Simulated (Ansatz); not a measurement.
Cartesian coordinates in Å:
```
Si -0.0259 -1.4836 0.7461
N 0.0063 0.0946 0.0834
Si -0.0356 0.5020 -1.5787
Mg 0.0972 1.5492 1.3156
Cl 0.2014 3.2040 2.7205
H 1.1363 -2.3226 0.3383
H 0.0271 -1.3288 2.2371
H -1.2659 -2.2412 0.4150
H 1.1248 -0.0265 -2.3502
H 0.0118 1.9995 -1.6570
H -1.2775 0.0535 -2.2699
```

Charge 0, multiplicity 1.

(1) List the B3LYP/def2-TZVPP orbital energies in eV (Ansatz). (Best estimate.)

Results:

(1) Computed: Occupied: -2761.70, -1799.23, -1799.23, -1275.32, -388.70, -256.45, -195.42, -195.36, -195.36, -143.71, -143.70, -99.04, -99.04, -99.02, -99.02, -99.01, -99.01, -85.78, -51.67, -51.65, -51.49, -22.10, -21.35, -15.23, -13.70, -11.08, -10.67, -10.35, -9.69, -9.40, -9.37, -8.62, -8.61, -8.52, -7.39. Lowest empty: -1.97, -0.34, -0.34, 0.30, 0.54, 0.74, 1.04, 1.23.

B3LYP here is the variant with VWN-RPA as its local correlation; programs differ in this.
